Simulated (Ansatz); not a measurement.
`B/C=C/CF` + `[CH3][GeH]([NH2])[F]` → `B[NH][GeH]([CH3])[F]` + `C=CCF`  (ligand exchange at a B–C bond)

Gas-phase electronic energies from Ansatz, PBE0-D4/def2-TZVP geometries. CCSD(T)/CBS is the MP2 limit (def2-TZVPP, def2-QZVPP) plus CCSD(T) − MP2 in def2-TZVPP, frozen cores. This one scheme is used for every species. Functionals use def2-TZVPP. B3LYP here is the variant with VWN-RPA as its local correlation; programs differ in this. For Ge outer-core shells are correlated without core-valence functions, which leaves a few kJ/mol of doubt a bond. Scalar relativity is left out up to krypton. Each species was taken in one conformer, which may not be the lowest.

| species | B3LYP-D4 energy (Eh) |
| --- | --- |
| `B/C=C/CF` | -242.69499 |
| `[CH3][GeH]([NH2])[F]` | -2273.53121 |
| `B[NH][GeH]([CH3])[F]` | -2299.02574 |
| `C=CCF` | -217.24236 |

(1) Work out ΔE.

Largest T1 diagnostic among the species: 0.012.

Results:

(1) ΔE = (-2299.02574) + (-217.24236) − (-242.69499) − (-2273.53121) = -0.04190 Eh = -1.14 eV. CCSD(T)/CBS gives -1.15 eV.

In def2-TZVPP, CCSD(T) changes the Hartree–Fock value by −0.07 eV (the triples alone add −0.00 eV) and MP2 by −0.05 eV.
